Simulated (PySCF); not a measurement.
F3Te, charge +1, singlet, at a GFN2-xTB geometry (core potentials on Te), with bond 3-1 at 2.4 times its length; CASSCF(6,5)/def2-SVP (PySCF).

The PySCF input:
```python
from pyscf import gto, scf, mcscf
import numpy

mol = gto.Mole()
mol.atom = '''
    Te   -0.06568238    0.12401783    0.33016597
    F    -1.18095590   -1.06308753   -0.58637442
    F     0.35230035    2.72433477   -3.30079821
    F     1.45197703   -0.86094315   -0.13851542
'''
mol.basis = 'def2-svp'
mol.ecp = {'Te': 'def2-svp'}
mol.charge = 1
mol.verbose = 4
mol.build()

mf = scf.RHF(mol)
mf.kernel()
mc = mcscf.CASSCF(mf, 5, 6)
mc.fix_spin_(ss=0.0)
mc.kernel()
occ = numpy.linalg.eigvalsh(mc.fcisolver.make_rdm1(mc.ci, mc.ncas, mc.nelecas))[::-1]
ss = mc.fcisolver.spin_square(mc.ci, mc.ncas, mc.nelecas)[0]
print('natural occupations', occ.round(4), ' <S^2>', round(ss, 4))
```

What the program printed (banner, timings and long lists left out):

```
PySCF version 2.14.0

[INPUT] verbose = 4
[INPUT] num. atoms = 4
[INPUT] num. electrons = 50
[INPUT] charge = 1
[INPUT] spin (= nelec alpha-beta = 2S) = 0
[INPUT] symmetry False subgroup None
[INPUT] Mole.unit = angstrom
[INPUT] Symbol           X                Y                Z      unit          X                Y                Z       unit  Magmom
[...]
nuclear repulsion = 181.276335975985
number of shells = 28
number of NR pGTOs = 133
number of NR cGTOs = 68
basis = def2-svp
ecp = {'Te': 'def2-svp'}

******** <class 'pyscf.scf.hf.RHF'> ********
method = RHF
initial guess = minao
damping factor = 0
level_shift factor = 0
DIIS = <class 'pyscf.scf.diis.CDIIS'>
diis_start_cycle = 1
diis_space = 8
diis_damp = 0
SCF conv_tol = 1e-09
SCF conv_tol_grad = None
SCF max_cycles = 50
direct_scf = True
direct_scf_tol = 1e-13
Set gradient conv threshold to 3.16228e-05
Initial guess from minao.
init E= -536.001511701977

WARN: HOMO -0.807261324432218 == LUMO -0.807256277688209

cycle= 1 E= -563.622226444544  delta_E= -27.6  |g|= 1.79  |ddm|= 7.14
[...]
cycle= 2 E= -563.579677579614  delta_E= 0.0425  |g|= 1.87  |ddm|=  3.9
[...]
cycle= 3 E= -564.085164535566  delta_E= -0.505  |g|= 0.827  |ddm|= 2.48
[...]
cycle= 4 E= -564.012673067555  delta_E= 0.0725  |g|= 1.04  |ddm|= 2.27
[...]
cycle= 5 E= -564.106545933095  delta_E= -0.0939  |g|= 0.75  |ddm|= 0.323
[...]
cycle= 6 E= -564.091611301823  delta_E= 0.0149  |g|= 0.855  |ddm|=  2.2
[...]
cycle= 7 E= -564.114067768927  delta_E= -0.0225  |g|= 0.853  |ddm|= 0.18
[...]
cycle= 8 E= -564.092488593535  delta_E= 0.0216  |g|= 0.96  |ddm|= 0.174
[...]
cycle= 9 E= -564.128802064596  delta_E= -0.0363  |g|= 0.885  |ddm|= 0.13
[...]
cycle= 10 E= -564.149198058382  delta_E= -0.0204  |g|= 0.842  |ddm|= 0.0649
[...]
cycle= 11 E= -564.027427308019  delta_E= 0.122  |g|= 1.08  |ddm|= 2.05
[...]
cycle= 12 E= -564.284028608298  delta_E= -0.257  |g|= 0.583  |ddm|= 0.813
[...]
cycle= 13 E= -564.36366162894  delta_E= -0.0796  |g|= 0.0475  |ddm|= 0.504
[...]
cycle= 14 E= -564.364043232331  delta_E= -0.000382  |g|= 0.0324  |ddm|= 0.0746
[...]
cycle= 15 E= -564.36433823068  delta_E= -0.000295  |g|= 0.00988  |ddm|= 0.041
[...]
cycle= 16 E= -564.364387675928  delta_E= -4.94e-05  |g|= 0.00637  |ddm|= 0.0122
[...]
cycle= 17 E= -564.364490247585  delta_E= -0.000103  |g|= 0.00632  |ddm|= 0.0204
[...]
cycle= 18 E= -564.364743085943  delta_E= -0.000253  |g|= 0.00583  |ddm|= 0.0503
[...]
cycle= 19 E= -564.364785480811  delta_E= -4.24e-05  |g|= 0.00598  |ddm|= 0.00856
[...]
cycle= 20 E= -564.364933009194  delta_E= -0.000148  |g|= 0.00601  |ddm|= 0.0297
[...]
cycle= 21 E= -564.363573202565  delta_E= 0.00136  |g|= 0.0881  |ddm|= 0.279
[...]
cycle= 22 E= -564.353900213734  delta_E= 0.00967  |g|= 0.192  |ddm|= 0.238
[...]
cycle= 23 E= -564.309769700593  delta_E= 0.0441  |g|= 0.381  |ddm|= 0.383
[...]
cycle= 24 E= -564.327524049633  delta_E= -0.0178  |g|= 0.327  |ddm|= 0.136
[...]
cycle= 25 E= -564.364377945617  delta_E= -0.0369  |g|= 0.0807  |ddm|= 0.444
[...]
cycle= 26 E= -564.362261851313  delta_E= 0.00212  |g|= 0.113  |ddm|= 0.0463
[...]
cycle= 27 E= -564.364872621723  delta_E= -0.00261  |g|= 0.016  |ddm|= 0.368
[...]
cycle= 28 E= -564.365961559309  delta_E= -0.00109  |g|= 0.0117  |ddm|= 0.21
[...]
cycle= 29 E= -564.364597970828  delta_E= 0.00136  |g|= 0.00708  |ddm|= 0.282
[...]
cycle= 30 E= -564.343291609036  delta_E= 0.0213  |g|= 0.259  |ddm|= 0.767
[...]
cycle= 31 E= -564.340477420771  delta_E= 0.00281  |g|= 0.273  |ddm|= 0.0305
[...]
cycle= 32 E= -564.301225793478  delta_E= 0.0393  |g|= 0.405  |ddm|= 0.302
[...]
cycle= 33 E= -564.34417982786  delta_E= -0.043  |g|= 0.255  |ddm|= 0.318
[...]
cycle= 34 E= -564.340009661073  delta_E= 0.00417  |g|= 0.275  |ddm|= 0.0322
[...]
cycle= 35 E= -564.327357728676  delta_E= 0.0127  |g|= 0.326  |ddm|= 0.105
[...]
cycle= 36 E= -564.358470178251  delta_E= -0.0311  |g|= 0.16  |ddm|= 0.305
[...]
cycle= 37 E= -564.360731236448  delta_E= -0.00226  |g|= 0.0938  |ddm|= 0.791
[...]
cycle= 38 E= -564.333203553508  delta_E= 0.0275  |g|= 0.301  |ddm|= 0.975
[...]
cycle= 39 E= -564.355971950341  delta_E= -0.0228  |g|= 0.173  |ddm|= 0.771
[...]
cycle= 40 E= -564.365590621058  delta_E= -0.00962  |g|= 0.0571  |ddm|= 0.198
[...]
cycle= 41 E= -564.3655961457  delta_E= -5.52e-06  |g|= 0.0635  |ddm|= 0.0537
[...]
cycle= 42 E= -564.344127690364  delta_E= 0.0215  |g|= 0.255  |ddm|= 0.552
[...]
cycle= 43 E= -564.366251293744  delta_E= -0.0221  |g|= 0.0651  |ddm|= 0.33
[...]
cycle= 44 E= -564.367497730239  delta_E= -0.00125  |g|= 0.00607  |ddm|= 0.102
[...]
cycle= 45 E= -564.363975366811  delta_E= 0.00352  |g|= 0.0633  |ddm|= 0.44
[...]
cycle= 46 E= -564.365547883373  delta_E= -0.00157  |g|= 0.079  |ddm|= 0.488
[...]
cycle= 47 E= -564.366348000992  delta_E= -0.0008  |g|= 0.0449  |ddm|= 0.136
[...]
cycle= 48 E= -564.359447882306  delta_E= 0.0069  |g|= 0.158  |ddm|= 0.297
[...]
cycle= 49 E= -564.366864998668  delta_E= -0.00742  |g|= 0.0581  |ddm|= 0.142
[...]
cycle= 50 E= -564.365656063587  delta_E= 0.00121  |g|= 0.00952  |ddm|= 0.499
SCF not converged.
SCF energy = -564.365656063587

******** <class 'pyscf.mcscf.mc1step.CASSCF'> ********
CAS (3e+3e, 5o), ncore = 22, nvir = 41
max_cycle_macro = 50
max_cycle_micro = 4
conv_tol = 1e-07
conv_tol_grad = None
orbital rotation max_stepsize = 0.02
orbital rotation threshold for CI restart = 0.01
augmented hessian ah_max_cycle = 30
augmented hessian ah_conv_tol = 1e-12
augmented hessian ah_linear dependence = 1e-14
augmented hessian ah_level shift = 1e-08
augmented hessian ah_start_tol = 2.5
augmented hessian ah_start_cycle = 3
augmented hessian ah_grad_trust_region = 3
kf_trust_region = 3
kf_interval = 4
ci_response_space = 4
ci_grad_trust_region = 3
with_dep4 0
natorb = False
canonicalization = True
sorting_mo_energy = False
ao2mo_level = 2
internal_rotation = False
******** <class 'pyscf.fci.addons.SpinPenaltyFCISolver'> ********
max. cycles = 50
conv_tol = 1e-08
davidson only = True
linear dependence = 1e-12
level shift = 0.001
max iter space = 12
nroots = 1
pspace_size = 400
spin = None
CASCI E = -564.613676102558  S^2 = 0.0000000
Set conv_tol_grad to 0.000316228
macro iter   1 ( 21 JK    4 micro), CASSCF E = -564.630658087101  dE = -1.69819845e-02  S^2 = 0.0000000
               |grad[o]|=0.222  |grad[c]|=0.0186  |ddm|=0.00919  |maxRot[o]|=0.206
macro iter   2 ( 21 JK    4 micro), CASSCF E = -564.633708272471  dE = -3.05018537e-03  S^2 = 0.0000000
               |grad[o]|=0.0733  |grad[c]|=0.00345  |ddm|=0.00304  |maxRot[o]|=0.159
macro iter   3 ( 21 JK    4 micro), CASSCF E = -564.633772106705  dE = -6.38342341e-05  S^2 = 0.0000000
               |grad[o]|=0.013  |grad[c]|=0.00205  |ddm|=0.000498  |maxRot[o]|=0.0165
macro iter   4 ( 21 JK    4 micro), CASSCF E = -564.633900205341  dE = -1.28098636e-04  S^2 = 0.0000000
               |grad[o]|=0.00402  |grad[c]|=0.00216  |ddm|=0.000515  |maxRot[o]|=0.0742
macro iter   5 ( 21 JK    4 micro), CASSCF E = -564.634118661833  dE = -2.18456492e-04  S^2 = 0.0000000
               |grad[o]|=0.00318  |grad[c]|=0.00127  |ddm|=0.000933  |maxRot[o]|=0.0555
macro iter   6 ( 21 JK    4 micro), CASSCF E = -564.634425706517  dE = -3.07044684e-04  S^2 = 0.0000000
               |grad[o]|=0.00271  |grad[c]|=0.00396  |ddm|=0.00139  |maxRot[o]|=0.167
macro iter   7 ( 12 JK    3 micro), CASSCF E = -564.635545081490  dE = -1.11937497e-03  S^2 = 0.0000000
               |grad[o]|=0.00429  |grad[c]|=0.00164  |ddm|=0.0316  |maxRot[o]|=0.148
macro iter   8 ( 12 JK    3 micro), CASSCF E = -564.638457391292  dE = -2.91230980e-03  S^2 = 0.0000000
               |grad[o]|=0.00614  |grad[c]|=0.0197  |ddm|=0.0657  |maxRot[o]|=0.149
macro iter   9 ( 21 JK    4 micro), CASSCF E = -564.648285206510  dE = -9.82781522e-03  S^2 = 0.0000000
               |grad[o]|=0.0123  |grad[c]|=0.186  |ddm|=0.137  |maxRot[o]|=0.262
macro iter  10 ( 21 JK    4 micro), CASSCF E = -564.652324612355  dE = -4.03940584e-03  S^2 = 0.0000000
               |grad[o]|=0.0291  |grad[c]|=0.0141  |ddm|=0.0635  |maxRot[o]|=0.228
macro iter  11 ( 21 JK    4 micro), CASSCF E = -564.653108364472  dE = -7.83752118e-04  S^2 = 0.0000000
               |grad[o]|=0.021  |grad[c]|=0.0265  |ddm|=0.0388  |maxRot[o]|=0.196
macro iter  12 ( 21 JK    4 micro), CASSCF E = -564.653686997642  dE = -5.78633170e-04  S^2 = 0.0000000
               |grad[o]|=0.0132  |grad[c]|=0.0096  |ddm|=0.0159  |maxRot[o]|=0.0965
macro iter  13 ( 17 JK    4 micro), CASSCF E = -564.654306286212  dE = -6.19288569e-04  S^2 = 0.0000000
               |grad[o]|=0.00908  |grad[c]|=0.00703  |ddm|=0.0115  |maxRot[o]|=0.0698
macro iter  14 (  7 JK    2 micro), CASSCF E = -564.654720003686  dE = -4.13717474e-04  S^2 = 0.0000000
               |grad[o]|=0.00462  |grad[c]|=0.00242  |ddm|=0.00619  |maxRot[o]|=0.0698
macro iter  15 ( 20 JK    4 micro), CASSCF E = -564.654835225580  dE = -1.15221894e-04  S^2 = 0.0000000
               |grad[o]|=0.0032  |grad[c]|=0.00391  |ddm|=0.00252  |maxRot[o]|=0.0306
macro iter  16 (  7 JK    2 micro), CASSCF E = -564.654919534400  dE = -8.43088193e-05  S^2 = 0.0000000
               |grad[o]|=0.00148  |grad[c]|=0.00197  |ddm|=0.00201  |maxRot[o]|=0.0545
macro iter  17 ( 24 JK    4 micro), CASSCF E = -564.654926736457  dE = -7.20205787e-06  S^2 = 0.0000000
               |grad[o]|=0.00131  |grad[c]|=0.000694  |ddm|=0.000861  |maxRot[o]|=0.0149
macro iter  18 ( 16 JK    3 micro), CASSCF E = -564.654928284980  dE = -1.54852250e-06  S^2 = 0.0000000
               |grad[o]|=0.00062  |grad[c]|=5.13e-05  |ddm|=0.000239  |maxRot[o]|=0.00356
macro iter  19 (  8 JK    1 micro), CASSCF E = -564.654928411238  dE = -1.26258442e-07  S^2 = 0.0000000
               |grad[o]|=6.57e-05  |grad[c]|=4.83e-05  |ddm|=7.84e-05  |maxRot[o]|=0.00224
macro iter  20 (  9 JK    1 micro), CASSCF E = -564.654928435073  dE = -2.38347866e-08  S^2 = 0.0000000
               |grad[o]|=0.000102  |grad[c]|=3.22e-05  |ddm|=5.09e-05  |maxRot[o]|=0.00104
1-step CASSCF converged in  20 macro (342 JK  67 micro) steps
CASSCF canonicalization
Density matrix diagonal elements [0.99999995 1.95936759 1.53459291 1.46483772 0.04120183]
CASSCF energy = -564.654928435073
CASCI E = -564.654928435073  E(CI) = -11.2329049261051  S^2 = 0.0000000
natural occupations [1.9938 1.9598 1.0058 1.     0.0406]  <S^2> 0.0
```

The run did not converge; its last values are not results.
